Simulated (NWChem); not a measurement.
C3H7NSi; SMILES [SiH3]CCC#N

```xyz
12

N      0.9722    -2.4216    -0.0436
C      0.0746    -1.7104     0.1235
C     -1.0522    -0.8027     0.3207
C     -0.9193     0.5220    -0.4425
Si     0.5388     1.6307     0.0523
H     -1.9656    -1.3393     0.0133
H     -1.1525    -0.6231     1.4046
H     -1.8430     1.1044    -0.2897
H     -0.8561     0.3272    -1.5260
H      0.4705     1.9179     1.5192
H      0.4358     2.9167    -0.7014
H      1.8447     0.9782    -0.2563
```
Atoms are numbered in this order, from 1.

Program: NWChem. Pople sets run with spherical d functions. The geometry was optimised at PBE0/def2-SVP. No frequency run checked for a minimum. Vzz is the largest principal value of the second derivative of the potential at the nucleus (NWChem prints the opposite sign); η is the asymmetry. Non-relativistic.

Q: Predict the results for PBE/6-31G*. Quantities: Vzz N1 (a.u.); η N1.

A: The vzz N1 (a.u.) is -0.682. The η N1 is 0.05.
